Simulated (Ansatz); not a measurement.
Q: Name a neutral molecule of B, C, F, O and H with HOMO–LUMO gap (ωB97M-V/def2-TZVPP) between 9.50 and 9.80 eV and LUMO energy (B3LYP/def2-TZVPP) between -3.95 and -3.65 eV (Ansatz, PBE0-D4/def2-TZVP geometry).

A: `O[B-]1(F)OC(C(F)(F)F)=CC(C(F)(F)F)=[O+]1` (9.58 eV, -3.81 eV). Other molecules can fit too; these were computed, each in one conformer that needn't be the lowest.

B3LYP here is the variant with VWN-RPA as its local correlation; programs differ in this.
